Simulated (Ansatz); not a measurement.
Reaction (silylene loss): `O[SiH]([SiH3])[GeH3]` → `O[SiH2][GeH3]` + `[SiH2]`

Calculated with Ansatz (gas phase, PBE0-D4/def2-TZVP geometries, no zero-point term in ΔE). CCSD(T)/CBS is the MP2 limit (def2-TZVPP, def2-QZVPP) plus CCSD(T) − MP2 in def2-TZVPP, frozen cores. This one scheme is used for every species. Functionals use def2-TZVPP. For Ge outer-core shells are correlated without core-valence functions, which leaves a few kJ/mol of doubt a bond. Scalar relativity is left out up to krypton. One conformer a species, not always the lowest.

```csv
level,ΔE (eV),difference from CCSD(T)/CBS
PBE-D4,2.63,0.18
r2SCAN-D4,2.71,0.26
PBE0-D4,2.67,0.22
B2PLYP,2.38,-0.07
PBE,2.54,0.09
r2SCAN,2.69,0.24
PBE0,2.58,0.13
HF/def2-TZVPP,2.14,-0.31
MP2/def2-TZVPP,2.53,0.08
SCS-MP2/def2-TZVPP,2.39,-0.06
CCSD/def2-TZVPP,2.31,-0.14
CCSD(T)/def2-TZVPP,2.38,-0.07
HF/def2-QZVPP,2.14,-0.31
MP2/def2-QZVPP,2.57,0.12
SCS-MP2/def2-QZVPP,2.43,-0.02
MP2/CBS(def2),2.60,0.15
CCSD(T)/CBS,2.45,0
```

Largest T1 diagnostic among the species: 0.014.

The D4 term adds +0.15 eV with B3LYP and +0.08 eV with PBE0; it sums over pairs of atoms, weighted by their polarisabilities, and B3LYP, whose exchange is more repulsive, gets the larger term. From PBE to PBE0 (25 % exact exchange), in def2-TZVPP and without D4, ΔE moves by +0.05 eV.

B3LYP here is the variant with VWN-RPA as its local correlation; programs differ in this.
